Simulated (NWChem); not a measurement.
Everything below was run with NWChem. System: disilazane (H7NSi2), charge 0, spin multiplicity 1, at a geometry optimised with PBE/def2-SVP. Level: EOM-CCSD/def2-SVP, 11 core orbitals frozen.

Input file:

```
start mol
memory heap 100 mb stack 700 mb global 1900 mb
geometry units angstroms nocenter noautoz
  Si    -0.113715    -0.071500    -1.584505
  N      0.529204     0.322497     0.000000
  Si    -0.113715    -0.071500     1.584505
  H      1.006498    -0.444685    -2.520450
  H     -1.049157    -1.234087    -1.411455
  H     -0.874875     1.059653    -2.233935
  H      1.314658     0.982755     0.000000
  H     -0.874875     1.059653     2.233935
  H      1.006498    -0.444685     2.520450
  H     -1.049157    -1.234087     1.411455
  symmetry group Cs
end
basis spherical
  * library def2-svp
end
scf
  rhf
  nopen 0
  maxiter 100
  thresh 1e-7
  semidirect memsize 60000000 filesize 0
end
tce
  freeze core 11
  ccsd
  nroots 2
  2eorb
  2emet 13
  thresh 1e-5
  maxiter 200
  tilesize 24
end
task tce energy
```

NWChem printed:

```
             Northwest Computational Chemistry Package (NWChem) 7.3.0
             --------------------------------------------------------

                                NWChem Input Module
                                -------------------

 Scaling coordinates for geometry "geometry" by  1.889725989
 (inverse scale =  0.529177249)

 Turning off AUTOSYM since
 SYMMETRY directive was detected!

                             Geometry "geometry" -> ""
                             -------------------------

 Output coordinates in angstroms (scale by  1.889725989 to convert to a.u.)

  No.       Tag          Charge          X              Y              Z
 ---- ---------------- ---------- -------------- -------------- --------------
    1 Si                  14.0000    -0.11371500    -0.07150000    -1.58450500
    2 N                    7.0000     0.52920400     0.32249700     0.00000000
    3 Si                  14.0000    -0.11371500    -0.07150000     1.58450500
    4 H                    1.0000     1.00649800    -0.44468500    -2.52045000
    5 H                    1.0000    -1.04915700    -1.23408700    -1.41145500
    6 H                    1.0000    -0.87487500     1.05965300    -2.23393500
    7 H                    1.0000     1.31465800     0.98275500     0.00000000
    8 H                    1.0000    -0.87487500     1.05965300     2.23393500
    9 H                    1.0000     1.00649800    -0.44468500     2.52045000
   10 H                    1.0000    -1.04915700    -1.23408700     1.41145500

 Effective nuclear repulsion energy (a.u.)     154.4114372340

            Nuclear Dipole moment (a.u.)
            ----------------------------
        X                 Y               Z
 ---------------- ---------------- ----------------
    -0.0000037795    -0.0000075589     0.0000000000

      Symmetry information
      --------------------

 Group name             Cs
 Group number              2
 Group order               2
 No. of unique centers     6

      Symmetry unique atoms

     1    2    4    5    6    7


 Summary of "ao basis" -> "" (spherical)
[...]
   0.0087969610606   0.3137984757305    8.53889
   0.0219552193009   0.3248628603973    8.83997     0.9     0.9

 Iteration  10 using   21 trial vectors
   0.0040208868415   0.3137479763978    8.53752
   0.0105704064974   0.3245711357985    8.83203     1.1     1.1

 Iteration  11 using   23 trial vectors
   0.0021330425692   0.3137437486413    8.53741
   0.0064816374156   0.3244971357307    8.83002     1.3     1.3

 Iteration  12 using   25 trial vectors
   0.0013259178896   0.3137377982133    8.53724
   0.0042457065748   0.3244636797658    8.82911     1.3     1.3

 Iteration  13 using   27 trial vectors
   0.0007607419085   0.3137335117464    8.53713
   0.0031158670801   0.3244377882706    8.82841     1.3     1.3

 Iteration  14 using   29 trial vectors
   0.0004129435369   0.3137348056391    8.53716
   0.0025836090406   0.3244215191150    8.82796     1.3     1.3

 Iteration  15 using   31 trial vectors
   0.0002367392674   0.3137348034340    8.53716
   0.0019415448668   0.3244106804945    8.82767     1.3     1.3

 Iteration  16 using   33 trial vectors
   0.0001495205488   0.3137337338484    8.53713
   0.0014050949963   0.3243943006814    8.82722     1.3     1.3

 Iteration  17 using   35 trial vectors
   0.0000968630390   0.3137337825961    8.53713
   0.0009808874104   0.3243850864849    8.82697     1.0     1.0

 Iteration  18 using   37 trial vectors
   0.0000614441230   0.3137340292272    8.53714
   0.0006257296846   0.3243818133534    8.82688     1.4     1.4

 Iteration  19 using   39 trial vectors
   0.0000339848600   0.3137340583776    8.53714
   0.0003637938904   0.3243795544305    8.82682     1.4     1.4

 Iteration  20 using   41 trial vectors
   0.0000173314078   0.3137341522234    8.53714
   0.0001983556525   0.3243795543383    8.82682     1.4     1.4

 Iteration  21 using   43 trial vectors
   0.0000089763931   0.3137341860007    8.53715
   0.0001038139899   0.3243798476416    8.82683     1.5     1.5

 Iteration  22 using   44 trial vectors
   0.0000071828761   0.3137341880614    8.53715
   0.0000579149048   0.3243797661346    8.82683     0.8     0.8

 Iteration  23 using   45 trial vectors
   0.0000065585169   0.3137341865604    8.53715
   0.0000352816051   0.3243798794974    8.82683     0.6     0.6

 Iteration  24 using   46 trial vectors
   0.0000063661296   0.3137341908465    8.53715
   0.0000219588744   0.3243799859004    8.82683     0.6     0.6

 Iteration  25 using   47 trial vectors
   0.0000062110233   0.3137341927283    8.53715
   0.0000125448074   0.3243799666604    8.82683     0.6     0.6

 Iteration  26 using   48 trial vectors
   0.0000061981941   0.3137341926467    8.53715
   0.0000077319571   0.3243800003416    8.82683     0.6     0.6
 --------------------------------------------------------------
 Iterations converged
 ------------------

 Excited state root  1
 Excitation energy / hartree =        0.313734192646737
                   / eV      =        8.537145386224068
 largest EOMCCSD amplitudes: R1 and R2

 Singles contributions
    22a'  (alpha) ---    19a"  (alpha)       -0.2904569164
    23a'  (alpha) ---    19a"  (alpha)        0.1050053074
    24a"  (alpha) ---    21a'  (alpha)       -0.8280137992
    25a"  (alpha) ---    21a'  (alpha)       -0.2019386767

 Doubles contributions
 ------------------

 Excited state root  2
 Excitation energy / hartree =        0.324380000341590
                   / eV      =        8.826832676213149
 largest EOMCCSD amplitudes: R1 and R2

 Singles contributions
    22a'  (alpha) ---    19a"  (alpha)        0.3182859582
    24a"  (alpha) ---    21a'  (alpha)       -0.2856526959
    25a"  (alpha) ---    21a'  (alpha)        0.7436308874
    28a"  (alpha) ---    21a'  (alpha)       -0.1617481568
    30a"  (alpha) ---    21a'  (alpha)        0.1881868265

 Doubles contributions

 Task  times  cpu:       64.8s     wall:       64.8s

 Total times  cpu:       64.9s     wall:       64.9s
```
